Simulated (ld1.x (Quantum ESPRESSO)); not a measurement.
## Before and after: TM potential for Fe

iron, norm-conserving Troullier–Martins (Kleinman–Bylander form), made with ld1.x (Quantum ESPRESSO) 7.5 (Wu–Cohen, scalar-relativistic). Core [Ne] 3s2, reference 3p6 3d6 4s0 4p0 (charge +2). Waves: 4s (bound, empty): rc 1.80 bohr; 3d (bound): rc 1.75 bohr; 3p (bound): rc 1.40 bohr. Local part: the p channel. Core correction: none.

All-electron outer shells of the reference configuration (Wu–Cohen, scalar-relativistic, ld1.x):

```csv
shell,level (eV),outermost node (bohr),outermost maximum (bohr)
3s,-112.23,0.33,0.70
3p,-78.41,0.30,0.72
3d,-25.71,–,0.71
4s,-19.98,1.00,2.15
4p,-14.09,1.08,2.60
```

Change: wave 3p (bound): rc 1.40 bohr becomes 3p (bound): rc 1.04 bohr.

Cutoffs: the cutoffs (Ry, on a coarse ladder) from which the occupation-weighted sum of valence levels, in a spherical-Bessel basis at the reference potential, stays within 10 and 1 mRy of its value at 400 Ry; they do not see the model core or the augmentation charge, which bear on the density cutoff. Errors are all-electron minus pseudo energies relative to the spin-unpolarised reference configuration.

Q: What does the change do?

A: The potential gets harder (90 Ry and 140 Ry → 100 Ry and 160 Ry); both files keep a bound ghost (s); of the 7 tests that both files solve, the error grows in 2 and shrinks in 0 by more than 15 % and 0.3 meV (median size 21.8 → 22.9 meV). A smaller radius makes the pseudo-wave follow the all-electron one further in, where it bends more sharply, so more plane waves are needed.

```tsv
quantity	base	changed
cutoff, loose	90 Ry	100 Ry
cutoff, tight	140 Ry	160 Ry
bound ghosts	s	s
error for 3p6 3d6 4s2 4p0, meV [ΔE -24.85 eV]	+14	+13
error for 3p6 3d6 4s1 4p0, meV [ΔE -16.09 eV]	+7.6	+7.5
error for 3p6 3d5 4s0 4p0, meV [ΔE 34.22 eV]	+45	+46
error for 3p6 3d7 4s0 4p0, meV [ΔE -18.28 eV]	+1.0	+1.5
error for 3p6 3d4 4s0 4p0, meV [ΔE 87.32 eV]	+368	+371
error for 3p6 3d5 4s2 4p1, meV [ΔE -16.06 eV]	+22	+26
error for 3p6 3d7 4s1 4p0, meV [ΔE -25.65 eV]	+23	+23
s: phases at 1.96 bohr within 0.05 rad from the reference energy up to (Ry; the scan ends near 5)	2.6	2.8
p: phases at 1.96 bohr within 0.05 rad from the reference energy up to (Ry; the scan ends near 5)	to the end of the scan	to the end of the scan
d: phases at 1.96 bohr within 0.05 rad from the reference energy up to (Ry; the scan ends near 5)	0.7	0.8
```

 A true bound ghost makes a file unfit for plane-wave use even where its test errors are small: the radial tests pick states by their node count and pass the ghost by.
